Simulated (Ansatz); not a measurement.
`[F][Ga]([F])[Br]` + HBr → `[F][Ga]([Br])[Br]` + H–F at 500 K and 1 bar (ligand exchange at a Ga–F bond).

Gas-phase electronic energies from Ansatz, PBE0-D4/def2-TZVP geometries. CBS: MP2 limit from def2 TZ/QZ plus the TZ coupled-cluster correction, frozen cores. This one scheme is used for every species. For Br, Ga outer-core shells are correlated without core-valence functions, which leaves a few kJ/mol of doubt a bond. Scalar relativity is left out up to krypton.

```csv
species,CCSD(T)/CBS energy (Eh),H − E (kJ/mol),S (J/(mol·K))
`[F][Ga]([F])[Br]`,-4696.97905,44.9,362.7
HBr,-2573.91920,30.5,213.7
`[F][Ga]([Br])[Br]`,-7170.52286,43.6,387.0
H–F,-100.39570,39.4,188.7
```

H − E and S are ideal-gas, rigid-rotor, harmonic terms from PBE0-D4/def2-TZVP. 1 Eh = 2625.50 kJ/mol, R = 8.31446 J/(mol·K).

**Question.** By hand: ΔE, ΔH, ΔS and ΔG.

**Answer.** ΔE = (-7170.52286) + (-100.39570) − (-4696.97905) − (-2573.91920) = -0.02031 Eh = -53.3 kJ/mol. Δ(H − E) = 43.6 + 39.4 − 44.9 − 30.5 = 7.6, so ΔH = -45.7 kJ/mol. ΔS = 387.0 + 188.7 − 362.7 − 213.7 = -0.7 J/(mol·K). ΔG = -45.7 − 500 × (-0.7)/1000 = -45.4 kJ/mol.

**Question.** By hand: the equilibrium constant, and the temperature at which ΔG would vanish if ΔH and ΔS stayed fixed.

**Answer.** log₁₀ K = −ΔG/(RT ln 10) = 4.7. ΔG = 0 at ΔH/ΔS = 65286 K, far beyond where these terms or the molecules hold.

The number of gas molecules stays the same, so ΔS is small and ΔH decides. A doubt of 5 kJ/mol in ΔE shifts log₁₀ K by 0.5 here. These are equilibria of isolated gas molecules and say nothing of rates. Largest T1 diagnostic: 0.012 (customary marks: 0.02 for closed shells, 0.045 for open ones).
